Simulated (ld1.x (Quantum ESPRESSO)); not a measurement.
What the settings do to the TM potential of silicon (Si)

Base potential:

ld1.x (Quantum ESPRESSO) 7.5 input, shortened:

```
&input
   title='Si', zed=14., rel=0, dft='PBE', iswitch=3,
   config='[Ne] 3s2 3p1.5'
 /
 &inputp
   pseudotype=2, tm=.true., lloc=-1, rcloc=0.65,
   nlcc=.true.
 /
2
2S  1  0   2.00   0.00  0.75  0.75  0.0
2P  2  1   6.00   0.00  0.80  0.80  0.0
 &test
   configts(1)='2s2 2p6 3s2 3p1.5'
 /
```

Occupied shells without a wave of their own: 3p, 3s. They enter only through the test configuration that unscreens the potential, and ld1.x also counts them in the model core charge.

All-electron outer shells of the reference configuration (PBE, non-relativistic, ld1.x):

```json
{"shell": "2s", "level (eV)": "-143.28", "outermost node (bohr)": "0.15", "outermost maximum (bohr)": "0.45"}
{"shell": "2p", "level (eV)": "-100.03", "outermost node (bohr)": "–", "outermost maximum (bohr)": "0.39"}
{"shell": "3s", "level (eV)": "-14.68", "outermost node (bohr)": "0.72", "outermost maximum (bohr)": "1.77"}
{"shell": "3p", "level (eV)": "-7.69", "outermost node (bohr)": "0.72", "outermost maximum (bohr)": "2.09"}
```

Cutoffs, loose and tight: the cutoffs (Ry, on a coarse ladder) from which the occupation-weighted sum of valence levels, in a spherical-Bessel basis at the reference potential, stays within 10 and 1 mRy of its value at 400 Ry. They do not see the model core or the augmentation charge, which bear on the density cutoff. Test errors are all-electron minus pseudo excitation energies from the reference, over the configurations 2s2 2p6 3s2 3p2; 2s2 2p6 3s2 3p1; 2s2 2p6 3s2 3p0; 2s2 2p6 3s2 3p2.3; 2s2 2p6 3s1 3p3; 2s1 2p6 3s2 3p2; 2s2 2p6 3s1 3p0. A dash means not determined; rows that change the core or the reference have their own tests.

With those shells counted twice in exchange and correlation these files are broken, and their errors move erratically; no question is asked of them.

```csv
change,outcome,"cutoff, loose","cutoff, tight",bound ghosts,largest test error (meV)
base,generated,260 Ry,over 300 Ry,none,-1138
local potential all-electron potential smoothed inside 0.34 bohr (lloc = -1),"generated, misses its reference levels by 0.15 eV",260 Ry,over 300 Ry,none,-1265
local potential all-electron potential smoothed inside 0.40 bohr (lloc = -1),generated,260 Ry,over 300 Ry,none,-1254
local potential all-electron potential smoothed inside 0.46 bohr (lloc = -1),generated,260 Ry,over 300 Ry,none,-1241
local potential all-electron potential smoothed inside 0.54 bohr (lloc = -1),generated,260 Ry,over 300 Ry,none,-1216
local potential all-electron potential smoothed inside 0.60 bohr (lloc = -1),generated,260 Ry,over 300 Ry,none,-1182
local potential all-electron potential smoothed inside 0.68 bohr (lloc = -1),generated,260 Ry,over 300 Ry,none,-1095
local potential all-electron potential smoothed inside 0.76 bohr (lloc = -1),generated,260 Ry,over 300 Ry,none,-885
local potential all-electron potential smoothed inside 0.84 bohr (lloc = -1),"generated, misses its reference levels by 0.49 eV",260 Ry,over 300 Ry,none,-649
local potential all-electron potential smoothed inside 0.92 bohr (lloc = -1),"generated, misses its reference levels by 0.88 eV",260 Ry,over 300 Ry,none,-2175
```

Reading the sweep of the rcloc (base included, trends over the rows without a ghost): The loose cutoff stays near 260 Ry. The median size of the test errors (rows with all tests solved) is not monotonic: lowest 129.6 meV at 0.84 bohr, highest 256.2 meV at 0.34 bohr.
